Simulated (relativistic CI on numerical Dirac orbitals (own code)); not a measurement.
# From line strength to rate: Ti+ 3088.04 Å (air)

Problem. For 3d2.4s 4F_9/2 – 3d2.4p 4D°_7/2 of Ti+ a semi-empirical relativistic CI calculation gives the line strength S = 21.15 e²a₀² in the length gauge. The measured levels are 393.44 and 32767.07 cm⁻¹ (NIST Handbook). Find gf, f, A and the partial lifetime.

Working.
1. σ = 32767.07 − 393.44 = 32373.63 cm⁻¹, so the vacuum wavelength is 10⁸/σ = 3088.93 Å.
2. gf = 303.756 S/λ(Å) = 2.08, log gf = 0.318; with g = 10 for the lower level, f = 0.208.
3. A = 2.02613 × 10¹⁸ S/(g_u λ³) with g_u = 8: A = 1.82 × 10^8 s⁻¹.
4. The partial lifetime for this S is 1/A = 5.5 ns; in the calculation this line carries 70 % of the decay of the upper level.

Check. The Handbook lists A = 1.50 × 10^8 s⁻¹, a tabulated value with its own uncertainty (a few per cent for the best lines, 25 % or more for others); ours lies 21 % above it. The velocity form of the same calculation gives S = 14.9, and the gap between the two forms is a rough gauge of the error in S. With the computed energy (33479 cm⁻¹) in place of the measured one the rate would change by the factor (σ_calc/σ)³ = 1.11.
